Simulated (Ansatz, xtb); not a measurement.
# Ligand exchange: C2H5Br + SiH3I → C2H8Si + IBr

Species: C2H5Br (bromoethane) `CCBr`, singlet; SiH3I `[SiH3]I`, singlet; C2H8Si `CC[SiH3]`, singlet; IBr (iodine monobromide), singlet. The partners trade Br for SiH3: C–Br and I–SiH3 bonds give way to C–SiH3 and I–Br.

Shapes, held fixed at every level: PBE0-D4/def2-TZVP. Programs: Ansatz 0.2.0, xtb 6.7.1. The zero-point and thermal change to 298 K, harmonic and unscaled (PBE0-D4/def2-TZVP), is -1.2 kJ/mol.

Q: Estimate ΔH(298 K) of this reaction.

A: The highest level, CCSD(T)/def2-TZVPP, gives ΔH(298 K) = +90.3 kJ/mol; the levels span +75.5 to +93.3. The column of differences is taken from that level and isn't an error. No measured value is set beside it here. For atoms past krypton def2 sets carry core potentials with scalar relativity. Relativity is left out for Br unless named. Correlated rows may include outer-core shells of Br, I, which these sets cover unevenly.

```csv
level,kind,ΔH(298 K) (kJ/mol),less CCSD(T)/def2-TZVPP
GFN0-xTB,semi-empirical,+90.4,+0.1
HF/def2-SVP,Hartree–Fock,+92.9,+2.6
HF/def2-TZVPP,Hartree–Fock,+93.3,+3.0
PBE-D4/def2-TZVPP,GGA,+75.5,-14.8
r2SCAN0-D4/def2-TZVPP,global hybrid,+88.7,-1.6
CCSD/def2-SVP,coupled cluster or CI,+83.7,-6.6
CCSD/def2-TZVPP,coupled cluster or CI,+90.3,0.0
CCSD(T)/def2-TZVPP,coupled cluster or CI,+90.3,0.0
```
